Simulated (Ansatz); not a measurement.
`O[SiH2][AsH2]` → `O[AsH2]` + `[SiH2]` at 600 K and 1 bar (silylene formation by 1,1-elimination).

Program: Ansatz. Geometries: PBE0-D4/def2-TZVP. ΔE: electronic, gas phase. CBS: MP2 limit from def2 TZ/QZ plus the TZ coupled-cluster correction, frozen cores. This one scheme is used for every species. For As outer-core shells are correlated without core-valence functions, which leaves a few kJ/mol of doubt a bond. Scalar relativity is left out up to krypton. Each species was taken in one conformer, which may not be the lowest.

| species | CCSD(T)/CBS energy (Eh) | H − E (kJ/mol) | S (J/(mol·K)) |
| --- | --- | --- | --- |
| `O[SiH2][AsH2]` | -2602.30953 | 174.7 | 402.6 |
| `O[AsH2]` | -2311.97217 | 108.4 | 309.7 |
| `[SiH2]` | -290.19011 | 52.1 | 233.9 |

H − E and S are ideal-gas, rigid-rotor, harmonic terms from PBE0-D4/def2-TZVP, for one conformer and one mirror image of each species. 1 Eh = 2625.50 kJ/mol, R = 8.31446 J/(mol·K).

Task: By hand: ΔE, ΔH, ΔS and ΔG.

Result: ΔE = (-2311.97217) + (-290.19011) − (-2602.30953) = 0.14725 Eh = 386.6 kJ/mol. Δ(H − E) = 108.4 + 52.1 − 174.7 = -14.2, so ΔH = 372.4 kJ/mol. ΔS = 309.7 + 233.9 − 402.6 = 141.0 J/(mol·K). ΔG = 372.4 − 600 × (141.0)/1000 = 287.8 kJ/mol.

Task: By hand: the equilibrium constant, and the temperature at which ΔG would vanish if ΔH and ΔS stayed fixed.

Result: log₁₀ K = −ΔG/(RT ln 10) = -25.1. ΔG = 0 at ΔH/ΔS = 2641 K, far beyond where these terms or the molecules hold.

The number of gas molecules changes by +1, which sets the sign of ΔS. A doubt of 5 kJ/mol in ΔE shifts log₁₀ K by 0.4 here. Other conformers and mirror images would add mixing entropy, several J/(mol·K) or more a flexible species. These are equilibria of isolated gas molecules and say nothing of rates. Largest T1 diagnostic: 0.014 (customary marks: 0.02 for closed shells, 0.045 for open ones).
